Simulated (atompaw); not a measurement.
**How hard is this zirconium PAW (atompaw) potential?**

```json
{
  "Element": "zirconium",
  "Generator": "atompaw 4.2.0.5",
  "Type": "PAW",
  "Functional": "LDA (PW92)",
  "Relativity": "non-relativistic",
  "Frozen core": "[Ar] 3d10 4s2",
  "Valence charge": "10",
  "Reference configuration": "4p6 4d2 5s1 5p0 (charge +1)",
  "Partial waves": "5s (bound): rc 2.70 bohr; 5s channel at 1.4 Ry: rc 2.70 bohr; 4p (bound): rc 1.85 bohr; 5p (bound, empty): rc 1.95 bohr; 4d (bound): rc 2.70 bohr; 4d channel at -0.4 Ry: rc 2.70 bohr",
  "Local potential": "vpsmatchnc scheme with l = 3 at 0.5 Ry, radius 1.95 bohr",
  "Core correction": "smooth core density matched at 1.50 bohr",
  "Augmentation charge": "sinc compensation charge, radius 2.60 bohr; PAW radius 2.70 bohr; waves and projectors: custom rrkj gramschmidtortho"
}
```

The pseudo-atom Hamiltonian at the reference potential is diagonalised in spherical Bessel functions j_l(qr) that vanish at 20 bohr, with q² up to the cutoff. All-electron valence levels (Ry): 5s -0.7306, 4p -2.8635, 5p -0.4718, 4d -0.7719.

**Question.** How do the lowest levels (Ry) of each channel move with the cutoff, and are there ghosts?

**Answer.**

| cutoff (Ry) | s #1 | s #2 | s #3 | p #1 | p #2 | p #3 | d #1 | d #2 | f #1 | f #2 | Σ f·Δε (mRy) |
| --- | --- | --- | --- | --- | --- | --- | --- | --- | --- | --- | --- |
| 8 | -11.1572 | -0.7304 | -0.2131 | -2.6415 | -0.4229 | -0.1309 | -0.7312 | -0.1661 | -0.0714 | 0.0181 | 1413.4 |
| 10 | -12.9344 | -0.7306 | -0.2131 | -2.7479 | -0.4375 | -0.1346 | -0.7614 | -0.1706 | -0.0715 | 0.0179 | 714.3 |
| 12 | -14.6600 | -0.7306 | -0.2132 | -2.8067 | -0.4475 | -0.1372 | -0.7702 | -0.1722 | -0.0716 | 0.0178 | 343.8 |
| 15 | -16.1212 | -0.7306 | -0.2132 | -2.8464 | -0.4574 | -0.1398 | -0.7717 | -0.1727 | -0.0716 | 0.0176 | 102.9 |
| 18 | -17.6403 | -0.7306 | -0.2132 | -2.8568 | -0.4622 | -0.1411 | -0.7718 | -0.1727 | -0.0717 | 0.0175 | 40.0 |
| 21 | -18.2890 | -0.7306 | -0.2132 | -2.8613 | -0.4660 | -0.1421 | -0.7719 | -0.1727 | -0.0717 | 0.0175 | 13.0 |
| 30 | -19.1948 | -0.7306 | -0.2132 | -2.8631 | -0.4714 | -0.1436 | -0.7719 | -0.1727 | -0.0717 | 0.0173 | 2.0 |
| 35 | -19.4677 | -0.7307 | -0.2133 | -2.8632 | -0.4717 | -0.1437 | -0.7719 | -0.1727 | -0.0717 | 0.0173 | 1.3 |
| 40 | -19.6283 | -0.7307 | -0.2134 | -2.8633 | -0.4717 | -0.1437 | -0.7720 | -0.1727 | -0.0717 | 0.0173 | 0.7 |
| 45 | -19.6933 | -0.7307 | -0.2134 | -2.8634 | -0.4717 | -0.1437 | -0.7720 | -0.1727 | -0.0718 | 0.0172 | 0.2 |
| 50 | -19.7507 | -0.7307 | -0.2135 | -2.8634 | -0.4718 | -0.1437 | -0.7720 | -0.1727 | -0.0718 | 0.0172 | 0.2 |
| 400 | -19.8061 | -0.7307 | -0.2139 | -2.8634 | -0.4718 | -0.1437 | -0.7720 | -0.1727 | -0.0718 | 0.0172 | 0.0 |

Result: ghost state, extra bound levels that the all-electron valence spectrum of the same l lacks: s at -269.5 eV (a true bound ghost makes a file unfit for plane-wave use); 10 mRy is reached at 25 Ry and 1 mRy at 40 Ry.
